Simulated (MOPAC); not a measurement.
MOPAC input (PM3):

```
PM3 FORCE THERMO(298,298) PRECISE LET UHF MS=0.5 GEO-OK AUX(PRECISION=9) THREADS=1
H3BN

B    -0.64918142 1    0.13245327 1   -0.00594919 1
N     0.61471832 1   -0.15288465 1    0.00550466 1
H    -1.51281062 1   -0.61310970 1   -0.01818826 1
H    -1.10876718 1    1.17678713 1   -0.00570132 1
H     1.55949047 1   -0.36633267 1    0.01406575 1
```

From the output:

```
     H    5   0.096809   7.177068   0.062893   0.062902   7.257859

          HEAT OF FORMATION =      17.675366 KCALS/MOLE

          ZERO POINT ENERGY      19.628 KCAL/MOL

           NORMAL COORDINATE ANALYSIS (Total motion = 1 Angstrom)

   Root No.       1         2         3         4         5         6         7         8

                 1 B2      2 B2      1 B1      1 A1      2 B1      2 A1      3 B2      3 A1

                 315.7     588.9     688.3     866.1     923.1    1529.2    2531.7    2659.0

           1   -0.0000   -0.0000    0.0000   -0.0512   -0.0000    0.2236    0.0000   -0.0545
           2    0.0248    0.1020    0.0000   -0.0000   -0.0000    0.0000   -0.0640   -0.0000
           3   -0.0000   -0.0000    0.0625    0.0000   -0.0982   -0.0000    0.0000    0.0000
           4    0.0000    0.0000   -0.0000   -0.0127    0.0000   -0.1817    0.0000    0.0050
           5   -0.0812   -0.0483   -0.0000   -0.0000    0.0000   -0.0000   -0.0018   -0.0000
           6    0.0000    0.0000   -0.1003    0.0000    0.0118    0.0000    0.0000   -0.0000
           7    0.0488   -0.3607   -0.0000    0.3694    0.0000    0.1733   -0.2924    0.2541
           8    0.0682   -0.1980   -0.0000    0.2768    0.0000   -0.0724    0.3594   -0.3914
           9   -0.0000    0.0000   -0.0286   -0.0000    0.3784    0.0000    0.0000    0.0000
          10   -0.0488    0.3607   -0.0000    0.3694    0.0000    0.1733    0.2924    0.2541
          11    0.0682   -0.1980   -0.0000   -0.2768    0.0000    0.0724    0.3594    0.3914
          12    0.0000    0.0000   -0.0285   -0.0000    0.3784   -0.0000   -0.0000   -0.0000
          13   -0.0000    0.0000    0.0000   -0.0129    0.0000   -0.2191    0.0000    0.0072
          14    0.7263   -0.0268    0.0000    0.0000    0.0000   -0.0000   -0.0075   -0.0000
          15   -0.0000    0.0000    0.7802   -0.0000    0.1331    0.0000    0.0000   -0.0000

   Root No.       9

                 4 A1

                3628.0

           1    0.0071
           2   -0.0000
           3    0.0000
           4   -0.0718
           5    0.0000
           6   -0.0000
           7    0.0044
           8   -0.0004
           9    0.0000
          10    0.0044
          11    0.0004
          12    0.0000
          13    0.9123
          14    0.0000
          15   -0.0000

           MASS-WEIGHTED COORDINATE ANALYSIS (NORMAL COORDINATES)

   Root No.       1         2         3         4         5         6         7         8

                 1 B2      2 B2      1 B1      1 A1      2 B1      2 A1      3 B2      3 A1

                 315.7     588.9     688.3     866.1     923.1    1529.2    2531.7    2659.0

           1   -0.0000   -0.0000    0.0000   -0.2482   -0.0000    0.6939    0.0000   -0.2609
           2    0.1016    0.4805    0.0000   -0.0000   -0.0000    0.0000   -0.3047   -0.0000
           3   -0.0000   -0.0000    0.2300    0.0000   -0.5027   -0.0000    0.0000    0.0000
           4    0.0000    0.0000   -0.0000   -0.0701    0.0000   -0.6419    0.0000    0.0270
           5   -0.3785   -0.2590   -0.0000   -0.0000    0.0000   -0.0000   -0.0096   -0.0000
           6    0.0000    0.0000   -0.4200    0.0000    0.0686    0.0000    0.0000   -0.0000
           7    0.0610   -0.5188   -0.0000    0.5466    0.0000    0.1642   -0.4250    0.3716
           8    0.0852   -0.2848   -0.0000    0.4096    0.0000   -0.0686    0.5223   -0.5723
           9   -0.0000    0.0000   -0.0321   -0.0000    0.5913    0.0000    0.0000    0.0000
          10   -0.0610    0.5188   -0.0000    0.5466    0.0000    0.1642    0.4250    0.3715
          11    0.0852   -0.2848   -0.0000   -0.4096    0.0000    0.0686    0.5223    0.5723
          12    0.0000    0.0000   -0.0320   -0.0000    0.5913   -0.0000   -0.0000   -0.0000
          13   -0.0000    0.0000    0.0000   -0.0191    0.0000   -0.2077    0.0000    0.0106
          14    0.9080   -0.0386    0.0000    0.0000    0.0000   -0.0000   -0.0109   -0.0000
          15   -0.0000    0.0000    0.8767   -0.0000    0.2080    0.0000    0.0000   -0.0000

   Root No.       9

                 4 A1

                3628.0

           1    0.0245
           2   -0.0000
           3    0.0000
           4   -0.2814
           5    0.0000
           6   -0.0000
           7    0.0046
           8   -0.0004
           9    0.0000
          10    0.0046
          11    0.0004
          12    0.0000
          13    0.9593
          14    0.0000
          15   -0.0000

          DESCRIPTION OF VIBRATIONS

 VIBRATION          1    1B2         ATOM PAIR     ENERGY CONTRIBUTION    RADIAL
 FREQUENCY           315.74         N 2 -- H 5         +73.9% ( 97.5%)      0.0%
 TRANSITION DIPOLE   0.5810         B 1 -- N 2         +11.5% ( 38.4%)      0.0%
 TRAVEL (Ang.)       0.4682         B 1 -- H 3          +7.3% ( 30.7%)     61.2%
 REDUCED MASS        0.9740         B 1 -- H 4          +7.3% ( 30.7%)     61.2%
 EFFECTIVE MASS      2.7730
 FORCE CONSTANT      0.0572

 VIBRATION          2    2B2         ATOM PAIR     ENERGY CONTRIBUTION    RADIAL
 FREQUENCY           588.87         B 1 -- H 4         +38.8% ( 91.4%)     11.0%
 TRANSITION DIPOLE   0.2966         B 1 -- H 3         +38.8% ( 91.4%)     11.0%
 TRAVEL (Ang.)       0.3594         B 1 -- N 2         +22.2% ( 69.2%)      0.0%
 REDUCED MASS        0.8866         N 2 -- H 5          +0.3% (  7.8%)      0.0%
 EFFECTIVE MASS      4.9748
 FORCE CONSTANT      0.1811

 VIBRATION          3    1B1         ATOM PAIR     ENERGY CONTRIBUTION    RADIAL
 FREQUENCY           688.30         N 2 -- H 5         +85.3% ( 96.7%)      0.0%
 TRANSITION DIPOLE   0.2936         B 1 -- N 2          +8.2% ( 30.0%)      0.0%
 TRAVEL (Ang.)       0.3038         B 1 -- H 3          +3.2% ( 18.8%)      0.0%
 REDUCED MASS        1.0616         B 1 -- H 4          +3.2% ( 18.8%)      0.0%
 EFFECTIVE MASS      2.7982
 FORCE CONSTANT      0.2963

 VIBRATION          4    1A1         ATOM PAIR     ENERGY CONTRIBUTION    RADIAL
 FREQUENCY           866.09         B 1 -- H 4         +44.4% ( 63.7%)      2.6%
 TRANSITION DIPOLE   0.4519         B 1 -- H 3         +44.4% ( 63.7%)      2.6%
 TRAVEL (Ang.)       0.4027         B 1 -- N 2         +10.4% ( 30.9%)    100.0%
 REDUCED MASS        0.4802         N 2 -- H 5          +0.8% (  8.7%)    100.0%
 EFFECTIVE MASS      1.7884
 FORCE CONSTANT      0.2122

 VIBRATION          5    2B1         ATOM PAIR     ENERGY CONTRIBUTION    RADIAL
 FREQUENCY           923.06         B 1 -- H 4         +44.5% ( 61.1%)      0.0%
 TRANSITION DIPOLE   0.5348         B 1 -- H 3         +44.5% ( 61.1%)      0.0%
 TRAVEL (Ang.)       0.2789         B 1 -- N 2          +9.3% ( 27.9%)      0.0%
 REDUCED MASS        0.9390         N 2 -- H 5          +1.8% ( 12.4%)      0.0%
 EFFECTIVE MASS      2.6058
 FORCE CONSTANT      0.4714

 VIBRATION          6    2A1         ATOM PAIR     ENERGY CONTRIBUTION    RADIAL
 FREQUENCY          1529.17         B 1 -- N 2         +57.3% (106.9%)    100.0%
 TRANSITION DIPOLE   0.1186         B 1 -- H 4         +16.0% ( 56.6%)     23.6%
 TRAVEL (Ang.)       0.0950         B 1 -- H 3         +16.0% ( 56.6%)     23.6%
 REDUCED MASS        4.8880         N 2 -- H 5         +10.6% ( 45.9%)    100.0%
 EFFECTIVE MASS     12.7145
 FORCE CONSTANT      6.7343

 VIBRATION          7    3B2         ATOM PAIR     ENERGY CONTRIBUTION    RADIAL
 FREQUENCY          2531.70         B 1 -- H 4         +49.5% ( 73.0%)     97.4%
```
